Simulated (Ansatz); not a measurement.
`N#[C][GaH][F]` from Hartree–Fock to CCSD(T)

```tsv
atom	x (Å)	y (Å)	z (Å)
N1	0.7476	-2.1304	0.8208
C2	0.3932	-1.1053	0.4311
Ga3	-0.1458	0.6490	-0.1699
F4	-1.3913	0.5774	-1.3845
H5	0.3963	2.0093	0.3025
```

Charge 0, multiplicity 1. Correlated methods include outer-core shells of Ga, which these sets cover unevenly. Scalar relativity is left out up to krypton. All single points use the PBE0-D4/def2-TZVP geometry. Frozen core, restricted reference, the Gaussian-basis code of Ansatz.

```tsv
basis	HF (Eh)	MP2 corr.
def2-SVP	-2115.22123	-0.66987
def2-TZVPP	-2115.70903	-0.80439
def2-QZVPP	-2115.75814	-1.09668
```

**Question.** Estimate the CCSD correlation energy and the (T) correction in each basis where they were run (hartree).

**Answer.** 
| basis | CCSD corr. | (T) |
| --- | --- | --- |
| def2-SVP | -0.66933 | -0.02212 |
| def2-TZVPP | -0.80193 | -0.03452 |
